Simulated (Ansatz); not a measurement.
The cluster Be₇O₈. The state is a singlet with charge 0. Geometry PBE-D4/def2-SVP; atoms count from 1.

```xyz
15

Be   -0.060    2.742   -2.089
Be    1.269   -1.990    1.762
Be   -2.358    1.502   -1.621
Be   -1.174   -2.267    1.468
Be    2.794   -0.024    0.604
Be   -2.781   -0.658   -0.069
Be    2.280    2.030   -1.062
O    -1.469    2.480   -2.183
O     0.190   -3.135    1.377
O     2.372   -1.157    1.373
O    -3.051    0.437   -0.954
O    -2.312   -1.689    0.808
O     3.015    1.127   -0.222
O    -0.069   -2.200    2.650
O     1.354    2.802   -1.841
```

Another isomer (singlet) lies 0.57 eV lower at PBE0-D4/def2-TZVP; other spin states weren't run for this one.

(1) Estimate the Mulliken populations from the PBE0/def2-TZVP orbitals of Ansatz.

(2) And the Mayer bond orders between heavy atoms (over 0.3)?

## Answers

(1) 
| atom | charge (e) |
| --- | --- |
| Be1 | 0.12 |
| Be2 | 0.16 |
| Be3 | 0.12 |
| Be4 | 0.16 |
| Be5 | 0.10 |
| Be6 | 0.10 |
| Be7 | 0.12 |
| O8 | -0.12 |
| O9 | -0.13 |
| O10 | -0.07 |
| O11 | -0.11 |
| O12 | -0.07 |
| O13 | -0.11 |
| O14 | -0.13 |
| O15 | -0.12 |
Mulliken values depend strongly on the basis.

(2) Be1–O8 1.31 (1.44 Å); Be1–O15 1.31 (1.44 Å); Be2–O9 0.67 (1.62 Å); Be2–O10 1.39 (1.44 Å); Be2–O14 0.67 (1.62 Å); Be3–O8 1.31 (1.44 Å); Be3–O11 1.32 (1.43 Å); Be4–O9 0.67 (1.62 Å); Be4–O12 1.39 (1.44 Å); Be4–O14 0.67 (1.62 Å); Be5–O10 1.33 (1.43 Å); Be5–O13 1.32 (1.43 Å); Be6–O11 1.32 (1.43 Å); Be6–O12 1.33 (1.43 Å); Be7–O13 1.32 (1.43 Å); Be7–O15 1.31 (1.44 Å); O9–O14 0.84 (1.60 Å).
